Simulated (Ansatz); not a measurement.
CH9NSi3 (`N[SiH]1C[SiH2][SiH2]1`). The species carries charge 0 and has multiplicity 1. All single points use the PBE0-D4/def2-TZVP geometry. It is one conformer, not always the lowest.

```xyz
14

N    -0.980    1.823    1.427
Si   -0.632    0.305    0.699
C    -0.603    0.275   -1.190
Si    0.476   -1.272   -1.402
Si    1.448   -0.812    0.683
H    -1.490    1.851    2.295
H    -0.331    2.590    1.362
H    -1.673   -0.635    1.203
H    -1.571    0.294   -1.692
H    -0.016    1.131   -1.546
H    -0.353   -2.509   -1.378
H     1.308   -1.282   -2.635
H     1.814   -1.880    1.651
H     2.601    0.122    0.521
```

Task: What is the dipole moment at B3LYP/def2-TZVPP? (Best estimate.)

Result: Ansatz gave: 1.76 D, with components (-0.24, 1.53, 0.83) D in this frame, pointing from negative to positive charge.

Task: And with PBE, r2SCAN, ωB97M-V? (An estimate is asked.)

Result: The calculation gave: PBE 1.88 D, r2SCAN 1.85 D, ωB97M-V 1.75 D.

Task: Give the Mulliken charges with B3LYP, ωB97M-V, r2SCAN in def2-TZVPP. (An estimate is asked.)

Result: Computed: 
| atom | B3LYP | ωB97M-V | r2SCAN |
| --- | --- | --- | --- |
| N1 | -0.42 | -0.37 | -0.46 |
| Si2 | 0.39 | 0.32 | 0.40 |
| C3 | -0.33 | -0.42 | -0.31 |
| Si4 | 0.22 | 0.15 | 0.23 |
| Si5 | 0.03 | -0.04 | 0.04 |
| H6 | 0.14 | 0.12 | 0.16 |
| H7 | 0.13 | 0.11 | 0.15 |
| H8 | -0.08 | -0.03 | -0.09 |
| H9 | 0.10 | 0.12 | 0.08 |
| H10 | 0.10 | 0.14 | 0.09 |
| H11 | -0.07 | -0.02 | -0.07 |
| H12 | -0.07 | -0.03 | -0.08 |
| H13 | -0.07 | -0.02 | -0.08 |
| H14 | -0.07 | -0.02 | -0.07 |

B3LYP here is the variant with VWN-RPA as its local correlation; programs differ in this.
